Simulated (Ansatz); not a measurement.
Two members of one family (Same ligands, another metal), computed with Ansatz in the gas phase; def2 core potentials for Mo, W, no spin–orbit coupling. A negative affinity means that the extra electron isn't bound at that geometry and level; within about 0.2 eV of zero the sign isn't settled. Names give formal oxidation states. A dash marks a value that wasn't run or was left out as unsound. The structures are stationary points that may keep the symmetry of their start. Remarks come from the PBE and PBE0 runs and from stability tests at other levels; not every state was tested. A HOMO above zero means that the electron is unbound at that level and held by the basis, or that self-interaction error raises the level; the energy of removing that electron tells which.

First: Mo(NH)2F2 (singlet, charge 0, PBE-D4/def2-SVP geometry).

```xyz
7

Mo    0.270   -0.104    0.471
N     0.003    1.466   -0.214
H    -0.355    2.125   -0.916
N    -0.450   -1.295   -0.564
H    -0.968   -1.615   -1.392
F    -0.614   -0.168    2.117
F     2.115   -0.410    0.497
```

| level | HOMO (eV) | LUMO (eV) | gap (eV) | vertical EA (eV) |
| --- | --- | --- | --- | --- |
| PBE-D4/def2-TZVP | -7.07 | -3.03 | 4.04 | – |
| PBE-D4/def2-TZVPD | -7.10 | -3.09 | 4.01 | 0.10 |
| r2SCAN-D4/def2-TZVPD | -7.39 | -3.03 | 4.36 | 0.14 |
| PBE0-D4/def2-SVP | -8.37 | -2.16 | 6.21 | – |
| r2SCAN0-D4/def2-TZVP | -8.69 | -2.30 | 6.38 | – |

Metal–donor distances: 2 × N 1.73 Å, 2 × F 1.87 Å. Remarks: restricted SCF unstable in HF, HOMO above zero (-1 doublet).

Second: W(NH)2F2 (singlet, charge 0, PBE-D4/def2-SVP geometry).

```tsv
atom	x (Å)	y (Å)	z (Å)
W1	0.195	-0.523	0.024
N2	1.099	0.921	0.457
H3	1.238	1.927	0.589
N4	-1.419	-0.061	-0.497
H5	-2.178	0.594	-0.704
F6	0.003	-1.556	1.594
F7	1.062	-1.302	-1.463
```

Task: Estimate the same table for the second.

Result: 
```json
{"level": "PBE-D4/def2-TZVP", "HOMO (eV)": "-6.90", "LUMO (eV)": "-2.51", "gap (eV)": "4.38", "vertical EA (eV)": "–"}
{"level": "PBE-D4/def2-TZVPD", "HOMO (eV)": "-6.95", "LUMO (eV)": "-2.60", "gap (eV)": "4.35", "vertical EA (eV)": "-0.17"}
{"level": "r2SCAN-D4/def2-TZVPD", "HOMO (eV)": "-7.23", "LUMO (eV)": "-2.48", "gap (eV)": "4.74", "vertical EA (eV)": "-0.20"}
{"level": "PBE0-D4/def2-SVP", "HOMO (eV)": "-8.20", "LUMO (eV)": "-1.63", "gap (eV)": "6.56", "vertical EA (eV)": "–"}
{"level": "r2SCAN0-D4/def2-TZVP", "HOMO (eV)": "-8.49", "LUMO (eV)": "-1.70", "gap (eV)": "6.79", "vertical EA (eV)": "–"}
```

Metal–donor distances: 2 × N 1.76 Å, 2 × F 1.89 Å. Remarks: HOMO above zero (-1 doublet).
